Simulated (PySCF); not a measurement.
Mg(H)(iPr) (C3H8Mg), SMILES C[CH](C)[MgH].

Coordinates come from a ωB97X-D3(BJ)/def2-SVP optimisation.

All values below come from ωB97X-D3(BJ)/def2-SVP in PySCF.

Frequencies are harmonic and unscaled.

| mode | ν (cm⁻¹) | IR (km/mol) | Raman (Å⁴/amu) | depolarisation | moving atoms (share of kinetic energy) |
|---|---|---|---|---|---|
| 1 | 125 | 4.0 | 0.0 | – | C 51 %, H 37 %, Mg 11 % |
| 2 | 169 | 10.0 | 0.7 | 0.69 | H 61 %, C 27 %, Mg 12 % |
| 3 | 244 | 0.1 | 0.1 | 0.75 | H 97 % |
| 4 | 271 | 3.8 | 0.7 | 0.20 | H 81 %, C 11 %, Mg 8 % |
| 5 | 329 | 66.6 | 1.8 | 0.26 | H 52 %, C 31 %, Mg 17 % |
| 6 | 366 | 262.4 | 0.1 | 0.75 | H 76 %, Mg 18 % |
| 7 | 396 | 172.9 | 1.3 | 0.17 | H 59 %, C 31 %, Mg 10 % |
| 8 | 513 | 27.5 | 31.9 | 0.14 | C 47 %, Mg 29 %, H 25 % |
| 9 | 902 | 6.4 | 10.1 | 0.75 | C 61 %, H 38 % |
| 10 | 916 | 2.0 | 0.2 | 0.75 | H 88 %, C 12 % |
| 11 | 951 | 28.2 | 7.8 | 0.57 | H 90 %, C 10 % |
| 12 | 992 | 0.7 | 0.8 | 0.75 | H 76 %, C 24 % |
| 13 | 1108 | 9.0 | 4.9 | 0.75 | C 69 %, H 31 % |
| 14 | 1176 | 1.0 | 12.8 | 0.29 | C 53 %, H 47 % |
| 15 | 1210 | 4.6 | 52.7 | 0.20 | H 61 %, C 39 % |
| 16 | 1332 | 0.4 | 6.2 | 0.75 | H 77 %, C 23 % |
| 17 | 1399 | 0.2 | 6.2 | 0.75 | H 77 %, C 23 % |
| 18 | 1411 | 6.6 | 2.7 | 0.71 | H 80 %, C 20 % |
| 19 | 1465 | 0.5 | 30.4 | 0.75 | H 96 % |
| 20 | 1480 | 4.5 | 1.2 | 0.57 | H 96 % |
| 21 | 1488 | 5.7 | 3.9 | 0.75 | H 96 % |
| 22 | 1494 | 6.5 | 31.5 | 0.75 | H 97 % |
| 23 | 1619 | 282.9 | 243.9 | 0.12 | H 96 % |
| 24 | 3010 | 79.7 | 267.7 | 0.08 | H 96 % |
| 25 | 3011 | 49.1 | 13.1 | 0.75 | H 97 % |
| 26 | 3027 | 19.6 | 148.5 | 0.30 | H 93 % |
| 27 | 3083 | 74.8 | 151.2 | 0.75 | H 91 %, C 9 % |
| 28 | 3084 | 5.1 | 16.0 | 0.75 | H 91 %, C 9 % |
| 29 | 3112 | 23.9 | 45.2 | 0.75 | H 91 %, C 9 % |
| 30 | 3114 | 47.4 | 77.9 | 0.70 | H 91 %, C 9 % |
